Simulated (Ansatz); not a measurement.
Cost and result for the atomization energy of `O[SiH](O)C[SiH2]F` (13 atoms, 12 bonds).

Z-matrix (Å, degrees):
```
Si
O 1 1.645
C 1 1.862 2 103.8
O 1 1.639 2 113.2 3 -121.1
H 1 1.482 2 111.0 3 122.0
H 2 0.958 1 117.8 3 179.0
Si 3 1.853 1 113.4 2 -60.0
H 3 1.095 1 108.7 2 177.9
H 3 1.096 1 108.9 2 60.9
H 4 0.961 1 115.9 2 68.6
F 7 1.617 3 107.8 1 -40.4
H 7 1.480 3 112.3 1 77.6
H 7 1.484 3 112.7 1 -157.2
```

Total charge 0; spin multiplicity 1. The structure was optimised at the PBE0-D4/def2-TZVP level. It is one conformer, not always the lowest. Program: Ansatz. All runs use 2 threads of an AMD EPYC 7R13 on a shared host and a share of an NVIDIA H100 80 GB. Times are those of one run each, without the atoms' runs, and a repeat can differ threefold. Electronic energies, without spin–orbit coupling; frozen cores. CCSD(T)/CBS adds CCSD(T) − MP2 in def2-TZVPP to the MP2 limit, and its time is that of the two runs behind it. T1 = 0.011. B3LYP takes the VWN-RPA correlation (the form of Gaussian; ORCA's B3LYP/G).

CCSD(T)/CBS is a level of theory with its own doubt, some kJ/mol a heavy atom from the limit and from the frozen cores, so smaller differences don't rank the functionals.

| level | functions | wall time |
| --- | --- | --- |
| PBE-D4/def2-TZVPP (with forces) | 306 | 14 s |
| r2SCAN-D4/def2-TZVPP (with forces) | 306 | 14 s |
| B2PLYP/def2-TZVPP | 306 | 14 s |
| PBE0-D4/def2-TZVPP | 306 | 16 s |
| ωB97X-V/def2-TZVPP | 306 | 18 s |
| MP2/def2-QZVPP | 578 | 18 s |
| CCSD(T)/def2-TZVPP | 306 | 19 s |
| B3LYP-D4/def2-TZVPP (with forces) | 306 | 19 s |
| ωB97M-V/def2-TZVPP (with forces) | 306 | 20 s |
| CCSD(T)/CBS(def2) | – | 37 s |

Task: What atomization energy does each give, and how far from CCSD(T)/CBS? (Estimate.)

Result: Ansatz gave: 
```tsv
level	atomization (kJ/mol)	difference from CCSD(T)/CBS	per bond
PBE-D4/def2-TZVPP (with forces)	4980.6	-3.3	-0.3
r2SCAN-D4/def2-TZVPP (with forces)	4961.3	-22.6	-1.9
B2PLYP/def2-TZVPP	4897.8	-86.1	-7.2
PBE0-D4/def2-TZVPP	4902.8	-81.1	-6.8
ωB97X-V/def2-TZVPP	4973.8	-10.1	-0.8
MP2/def2-QZVPP	5027.7	43.8	3.7
CCSD(T)/def2-TZVPP	4841.0	-142.9	-11.9
B3LYP-D4/def2-TZVPP (with forces)	4933.3	-50.6	-4.2
ωB97M-V/def2-TZVPP (with forces)	4973.2	-10.7	-0.9
CCSD(T)/CBS(def2)	4983.9	0.0	0.0
```

From PBE to PBE0 (25 % exact exchange), in def2-TZVPP and without D4, the atomization energy moves by −73.2 kJ/mol: exact exchange takes away binding that semilocal exchange gives to molecules. In def2-TZVPP, CCSD(T) changes the Hartree–Fock value by +1184.8 kJ/mol (the triples alone add +64.2 kJ/mol) and MP2 by +1285.4 kJ/mol; breaking electron pairs costs correlation energy, which Hartree–Fock lacks. The D4 term adds +49.4 kJ/mol with B3LYP and +26.1 kJ/mol with PBE0; it sums over pairs of atoms, weighted by their polarisabilities, and B3LYP, whose exchange is more repulsive, gets the larger term.
